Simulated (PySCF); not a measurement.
# Electronic structure of Tm (thulium, neutral) at the UHF level

Configuration: [Xe] 4f13 6s2, 2F determinant. Calculation: PySCF 2.14, in cc-pwCVTZ-X2C with one added diffuse shell of g type (12s11p9d7f5g1h, 195 functions); the spin-free X2C one-electron Hamiltonian (Gaussian nucleus).

```json
{
 "Total energy": "-13562.151491 hartree",
 "One-electron energy": "-18621.8364 hartree",
 "Hartree (Coulomb) energy": "5344.7514 hartree",
 "Exchange energy": "-285.0665 hartree",
 "⟨S²⟩": "0.7514",
 "⟨L²⟩": "12.021",
 "Sum of ⟨r⟩": "44.38 bohr",
 "Sum of ⟨r²⟩": "78.40 bohr²",
 "Traceless quadrupole moment −½Σ⟨3z² − r²⟩ along its main axis": "-0.0447 e·bohr²",
 "Langevin diamagnetic susceptibility": "-62.1 ×10⁻⁶ cm³/mol"
}
```

| shell | electrons | mean orbital energy (hartree) | spread (hartree) | rms radius, mean of both spins (bohr) |
| --- | --- | --- | --- | --- |
| 1s α | 1 | -2193.35407 | 0 | 0.0227 |
| 1s β | 1 | -2193.35406 | 0 | 0.0227 |
| 2s α | 1 | -374.81372 | 0 | 0.0917 |
| 2s β | 1 | -374.81289 | 0 | 0.0917 |
| 2p α | 3 | -331.50720 | 0.01228 | 0.0829 |
| 2p β | 3 | -331.50658 | 0.01139 | 0.0829 |
| 3s α | 1 | -86.28844 | 0 | 0.235 |
| 3s β | 1 | -86.25830 | 0 | 0.235 |
| 3p α | 3 | -72.86735 | 0.07352 | 0.236 |
| 3p β | 3 | -72.83333 | 0.03484 | 0.236 |
| 3d α | 5 | -55.87905 | 0.05799 | 0.216 |
| 3d β | 5 | -55.84274 | 0.01261 | 0.216 |
| 4s α | 1 | -18.02876 | 0 | 0.530 |
| 4s β | 1 | -17.95433 | 0 | 0.530 |
| 4p α | 3 | -13.51598 | 0.11807 | 0.564 |
| 4p β | 3 | -13.43454 | 0.02401 | 0.564 |
| 4d α | 5 | -7.34240 | 0.10159 | 0.619 |
| 4d β | 5 | -7.23793 | 0.07471 | 0.619 |
| 5s α | 1 | -2.38936 | 0 | 1.33 |
| 5s β | 1 | -2.36552 | 0 | 1.33 |
| 5p α | 3 | -1.24061 | 0.04683 | 1.59 |
| 5p β | 3 | -1.22368 | 0.02164 | 1.59 |
| 4f α | 7 | -0.52864 | 0.12601 | 0.891 |
| 4f β | 6 | -0.47671 | 0.10322 | 0.891 |
| 6s α | 1 | -0.19448 | 0 | 4.58 |
| 6s β | 1 | -0.19358 | 0 | 4.58 |

Spin-orbit coupling, absent here, splits the open shell strongly.

Densities and radii are taken from the X2C orbitals without a picture-change correction, which distorts them close to the nucleus.

Spin-orbit constants ζ (cm⁻¹) from the X2C one-electron operator on these orbitals: bare nucleus, nucleus screened by l(l+1)(2l+1)/3 electrons, and screened by the Breit-Pauli mean field of the electrons.

```json
{"shell": "2p", "bare": "5019000", "screened nucleus": "4874000", "mean field": "n/a"}
{"shell": "3p", "bare": "1070000", "screened nucleus": "1039000", "mean field": "n/a"}
{"shell": "3d", "bare": "167700", "screened nucleus": "143400", "mean field": "n/a"}
{"shell": "4p", "bare": "236000", "screened nucleus": "229200", "mean field": "n/a"}
{"shell": "4d", "bare": "31280", "screened nucleus": "26750", "mean field": "n/a"}
{"shell": "4f", "bare": "4718", "screened nucleus": "2804", "mean field": "n/a"}
{"shell": "5p", "bare": "27180", "screened nucleus": "26390", "mean field": "n/a"}
```

To first order the Landé constant is A = -2804 cm⁻¹, so the lowest level has J = 7/2 and lies 0.521 eV below the centre of the term. First order in ζ underestimates the shift of the j = l − 1/2 level at high Z.
